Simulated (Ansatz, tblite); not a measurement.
Removing and adding an electron: `CN(C)c1ccc(/C=C/c2ccc(/C=C/c3ccc(/C=C/C#N)cc3)cc2)cc1`. Total charge 0; singlet. Geometry: PBE-D4/def2-SVP. Ansatz, gas phase; energy differences of separate SCF runs; the oxidised species was run as a doublet alone; the reduced species was run as a doublet alone.

```xyz
53

C    -1.0021    5.7824    7.7110
N    -1.7950    5.9362    6.5080
C    -2.7722    7.0020    6.4181
C    -1.6251    5.0657    5.4502
C    -0.6731    4.0040    5.5084
C    -0.4995    3.1329    4.4378
C    -1.2529    3.2504    3.2410
C    -1.0980    2.3692    2.0952
C    -0.2545    1.3001    1.9792
C    -0.0947    0.4382    0.8180
C    -0.7995    0.6160   -0.4021
C    -0.5922   -0.2349   -1.4838
C     0.3261   -1.3176   -1.4220
C     0.5076   -2.1629   -2.5913
C     1.3362   -3.2433   -2.7078
C     1.5203   -4.0750   -3.8875
C     0.8548   -3.8446   -5.1244
C     1.0668   -4.6656   -6.2252
C     1.9569   -5.7716   -6.1608
C     2.2138   -6.6602   -7.2832
C     1.6629   -6.5873   -8.5320
C     1.9775   -7.5089   -9.5674
N     2.2245   -8.2615  -10.4381
C     2.6219   -6.0033   -4.9310
C     2.4098   -5.1786   -3.8271
C     1.0273   -1.4998   -0.2014
C     0.8211   -0.6482    0.8796
C    -2.2006    4.3036    3.1945
C    -2.3912    5.1862    4.2559
H    -1.2743    6.5733    8.4333
H     0.0893    5.8699    7.5079
H    -1.1720    4.7986    8.2049
H    -2.5642    7.6889    5.5674
H    -3.8078    6.6141    6.2879
H    -2.7506    7.6002    7.3464
H    -0.0567    3.8627    6.4056
H     0.2523    2.3349    4.5328
H    -1.7471    2.6191    1.2379
H     0.3876    1.0393    2.8379
H    -1.5189    1.4419   -0.5031
H    -1.1516   -0.0687   -2.4184
H    -0.1026   -1.8722   -3.4639
H     1.9424   -3.5409   -1.8355
H     0.1603   -2.9973   -5.2199
H     0.5319   -4.4474   -7.1617
H     2.9313   -7.4760   -7.0915
H     0.9354   -5.8010   -8.7936
H     3.3176   -6.8534   -4.8520
H     2.9400   -5.3831   -2.8837
H     1.7503   -2.3230   -0.1022
H     1.3815   -0.8131    1.8136
H    -2.8090    4.4292    2.2843
H    -3.1418    5.9803    4.1542
```

The xTB rows come from tblite. Single mean-field runs in def2-TZVP are fitted with def2-universal-jkfit.

```csv
level,−HOMO (eV),vertical IE (eV),−LUMO (eV),vertical EA (eV),HOMO–LUMO gap (eV),IE − EA (eV)
GFN2-xTB,9.32,10.94,8.03,6.40,1.29,4.54
PBE0-D4/def2-TZVP,5.26,6.29,2.56,1.61,2.70,4.68
```

Estimate the rows for GFN1-xTB, PBE-D4/def2-TZVP.


```csv
level,−HOMO (eV),vertical IE (eV),−LUMO (eV),vertical EA (eV),HOMO–LUMO gap (eV),IE − EA (eV)
GFN1-xTB,10.28,11.87,8.91,7.34,1.37,4.52
PBE-D4/def2-TZVP,4.57,6.07,3.14,1.74,1.43,4.33
```

 Raw xTB energy differences between charge states are shifted by several eV; the methods need an empirical correction for them. Sets without diffuse functions give affinities that are too small.
